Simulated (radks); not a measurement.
Task: The technetium ion Tc+, [Kr] 4d5 5s1. All-electron calculation, non-relativistic Kohn-Sham, exchange-only B88, spin-polarised, spherical densities, point nucleus. Program: a radial shooting solver on a logarithmic mesh with Libxc functionals. Every spin shell is full or empty, so the densities are truly spherical. Functionals are evaluated on that one density, not self-consistently. Rank these exchange functionals by their error against the exact value of the orbitals, and give that value: LDA, B88, PBE, PBEsol, revPBE, RPBE, PW91, PW86, AM05, B86b, G96, SCAN, r2SCAN, Tao-Mo, MVS.

Result: Exact: -124.172 hartree. From best to worst, with 100 (|E| - |E exact|)/|E exact| (equal figures are ties): PW91 +0.01, B86b +0.03, B88 +0.05, r2SCAN -0.05, MVS +0.06, PW86 -0.09, RPBE -0.19, SCAN +0.23, revPBE -0.25, G96 +0.35, PBE -0.41, Tao-Mo -0.74, PBEsol -2.37, AM05 -4.77, LDA -5.15.
